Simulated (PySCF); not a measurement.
phosphoric acid cation (H₃O₄P), SMILES OP(=O)(O)O (connectivity only; charge and spin as stated), charge +1, multiplicity 2. Atoms are numbered in the order given.

```xyz
8

O      0.8284     0.1057     1.3234
P      0.0309     0.0209    -0.0125
O      1.0579    -0.2889    -1.1749
O     -0.9539    -1.2030    -0.1425
O     -0.8131     1.3276    -0.1189
H      0.5928     0.7764     1.9977
H     -0.6261    -2.1188    -0.0101
H     -1.3843     1.4974    -0.8961
```
Charge +1, spin multiplicity 2.

Geometry optimised at TPSSh-D3(BJ)/def2-SVP. The spin state was assumed, not searched. Other conformers were not sampled.

The numbers are results of M06-2X/def2-TZVP in PySCF, not measurements.

Atomic charges (e):

```
atom  Löwdin  meta-Löwdin  Mulliken  Mulliken spin
----  ------  -----------  --------  -------------
O1     -0.02        -0.64     -0.41           0.02
P2      0.25         1.97      1.08          -0.03
O3      0.11        -0.32     -0.10           0.93
O4     -0.03        -0.64     -0.41           0.08
O5     -0.03        -0.65     -0.43           0.00
H6      0.24         0.43      0.42           0.00
H7      0.24         0.42      0.42           0.00
H8      0.24         0.42      0.42           0.00
```

Computed Mayer and Wiberg (Löwdin basis) orders of the bonds:
```json
[
 {"bond": "O1–P2", "Mayer": "1.39", "Wiberg": "1.78"},
 {"bond": "P2–O3", "Mayer": "1.29", "Wiberg": "1.76"},
 {"bond": "P2–O4", "Mayer": "1.34", "Wiberg": "1.73"},
 {"bond": "P2–O5", "Mayer": "1.38", "Wiberg": "1.77"},
 {"bond": "O1–H6", "Mayer": "0.79", "Wiberg": "0.96"},
 {"bond": "O4–H7", "Mayer": "0.79", "Wiberg": "0.97"},
 {"bond": "O5–H8", "Mayer": "0.79", "Wiberg": "0.96"}
]
```
